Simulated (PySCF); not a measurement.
NICS in isomers of C8H8O.

NICS is the negative of the GIAO shielding at a point without a nucleus: at the ring centre (0) and 1 Å above and below it (1); zz is the component along the ring normal. Level: GIAO PBE0/pcSseg-1 (PySCF, non-relativistic, gas phase) on the GFN2-xTB geometries, one conformer each. Atom numbers follow the mapped SMILES.

**Question.** Order these rings by mean NICS(1)zz, lowest (most negative) first (ppm).
A. ring C1–C2–C3–C4–C5–C6 in `[cH:1]1[cH:2][cH:3][c:4]2[c:5]([cH:6]1)[CH2:7][CH2:8][O:9]2`
B. ring C4–C5–C6–C7–C8–C9 in `[CH3:1][C:2](=[O:3])[c:4]1[cH:5][cH:6][cH:7][cH:8][cH:9]1`
C. ring C2–C3–C4–C5–C6–C7–C9 in `[CH3:1][c:2]1[cH:3][cH:4][cH:5][cH:6][c:7](=[O:8])[cH:9]1`

**Answer.** B (-28.1), A (-26.1), C (-4.7).

| SMILES | ring | NICS(0) | NICS(1) | NICS(1)zz | HOMA | rms pucker (Å) | ring atoms with four or more neighbours |
| --- | --- | --- | --- | --- | --- | --- | --- |
| CC(=O)c1ccccc1 | 6-membered carbocycle; formal bonds all aromatic | -8.3 | -11.4 | -28.1 | 0.99 | 0.00 | 0 |
| c1ccc2c(c1)CCO2 | 6-membered carbocycle; formal bonds all aromatic | -9.0 | -10.7 | -26.1 | 0.99 | 0.00 | 0 |
| Cc1ccccc(=O)c1 | 7-membered carbocycle; bonds drawn aromatic by RDKit's count | 1.8 | -2.6 | -4.7 | 0.38 | 0.00 | 0 |

NICS(0) gives another order. The isotropic NICS(1) gives the same order. HOMA uses Krygowski's 1993 parameters. NICS(1) and NICS(1)zz are means over the two faces.
